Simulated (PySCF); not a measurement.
**TDDFT excited states: C5H7FO3**

Compound: C₅H₇FO₃.
SMILES: `CO/C(F)=C/OC(C)=O`

Computed, not measured: TDDFT PBE0/def2-SVPD, vertical, gas phase, core orbitals frozen in the response (PySCF). Geometry: GFN2-xTB, one conformer, isolated molecule. Torsions of this conformer, `[CH3:1][O:2]/[C:3]([F:4])=[CH:5]/[O:6][C:7]([CH3:8])=[O:9]`: C1–O2–C3–F4 0°, C3–C5–O6–C7 180°, C5–O6–C7–C8 180°.

Task: List the vertical singlet excitations with oscillator strengths and describe the spectrum.

Result: 

| state | E (eV) | E (kJ/mol) | λ (nm) | f | symmetry | main configurations (H = HOMO, L = LUMO) |
| --- | --- | --- | --- | --- | --- | --- |
| S1 | 5.55 | 536 | 223.3 | 0.329 | A′ | H→L (96%) |
| S2 | 5.68 | 548 | 218.2 | 0.017 | A″ | H→L+1 (96%) |
| S3 | 5.92 | 571 | 209.4 | 0.0008 | – | H-1→L (93%) |
| S4 | 6.44 | 621 | 192.5 | 0.0001 | – | H→L+2 (95%) |
| S5 | 6.70 | 646 | 185.1 | 0.0005 | – | H→L+4 (81%), H→L+5 (9%) |
| S6 | 7.07 | 683 | 175.3 | 0.292 | A′ | H→L+3 (89%) |

Triplets (Tamm–Dancoff): T1 4.03 eV, H→L (68%), H→L+3 (28%); T2 5.33 eV, H→L+3 (63%), H→L (28%).

The lowest singlet comes at 223 nm (536 kJ/mol) in the ultraviolet; it is strong; its leading configuration is HOMO→LUMO (96%). The lowest level is also the most intense of those listed (f = 0.329). Löwdin shares by element: HOMO carbon 49% or more, oxygen 33% or more (atoms not listed hold the other 18%); LUMO carbon 42% or more, oxygen 32% or more (atoms not listed hold the other 26%). The oscillator strengths of these states sum to 0.639; summed over the whole spectrum of an exact calculation they would give the number of electrons, 70 (Thomas–Reiche–Kuhn). Orbital energies (eV): HOMO-3 -10.38, HOMO-2 -9.85, HOMO-1 -8.27, HOMO -6.44, LUMO -0.14, LUMO+1 0.42, LUMO+2 0.90. Of the 6 states listed, 3 reach f = 0.01 and 1 stays under 0.0005. Symmetry labels in Cs follow from the direction of the transition dipole and are given only for states with f of 0.002 or more. Only the lowest 6 singlets were computed, as vertical energies without vibronic structure.
